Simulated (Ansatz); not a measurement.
Consider the redistribution: `O[Si](O)(F)Cl` + `F[SiH2]CS` → `O[Si](F)(Cl)CS` + `O[SiH2]F`.

Calculated with Ansatz (gas phase, PBE0-D4/def2-TZVP geometries, no zero-point term in ΔE). CBS: MP2 limit from def2 TZ/QZ plus the TZ coupled-cluster correction, frozen cores. This one scheme is used for every species. Functionals use def2-TZVPP. B3LYP here is the variant with VWN-RPA as its local correlation; programs differ in this. One conformer a species, not always the lowest.

`O[Si](O)(F)Cl`:

Z-matrix (Å, degrees):
```
Si
O 1 1.612
F 1 1.584 2 111.4
O 1 1.620 2 108.8 3 120.5
Cl 1 2.024 2 108.3 3 -116.3
H 2 0.959 1 117.9 3 -89.5
H 4 0.958 1 119.1 2 -173.6
```

`F[SiH2]CS`:

Z-matrix (Å, degrees):
```
Si
C 1 1.863
F 1 1.604 2 108.0
H 1 1.480 2 110.7 3 118.2
H 1 1.485 2 111.5 3 -117.4
S 2 1.814 1 111.0 3 -56.0
H 2 1.094 1 108.7 3 -171.8
H 2 1.092 1 112.7 3 69.4
H 6 1.343 2 97.1 1 50.0
```

`O[Si](F)(Cl)CS`:

```xyz
10

O    -1.563    0.369   -0.616
Si    0.024    0.691   -0.522
F     0.254    2.250   -0.310
Cl    0.963    0.214   -2.266
C     0.713   -0.223    0.928
S     0.418   -2.010    0.834
H    -2.035    0.554   -1.430
H     1.798   -0.097    0.942
H     0.327    0.192    1.863
H    -0.898   -1.940    0.577
```

`O[SiH2]F`:

Cartesian coordinates in Å:
```
O 0.571 -1.049 -0.439
Si -0.306 0.183 0.167
F -0.549 1.309 -0.938
H 1.502 -0.914 -0.619
H -1.614 -0.384 0.543
H 0.396 0.855 1.286
```

**Question.** Is it downhill or uphill in electronic energy at CCSD(T)/CBS, and by how much? (Best estimate.)

**Answer.** The calculation gave: Downhill: ΔE = -0.06 eV.

**Question.** What do these levels give: r2SCAN-D4, B3LYP-D4, ωB97X-V, ωB97M-V, B2PLYP, MP2/def2-TZVPP? (Best estimate.)

**Answer.** Ansatz gave: r2SCAN-D4 -0.04, B3LYP-D4 -0.08, ωB97X-V -0.06, ωB97M-V -0.07, B2PLYP -0.06, MP2/def2-TZVPP -0.08 eV.

Largest T1 diagnostic among the species: 0.011.

In def2-TZVPP, CCSD(T) changes the Hartree–Fock value by −0.06 eV (the triples alone add −0.01 eV) and MP2 by −0.08 eV. The D4 term adds −0.03 eV with B3LYP and −0.02 eV with PBE0; it sums over pairs of atoms, weighted by their polarisabilities, and B3LYP, whose exchange is more repulsive, gets the larger term.
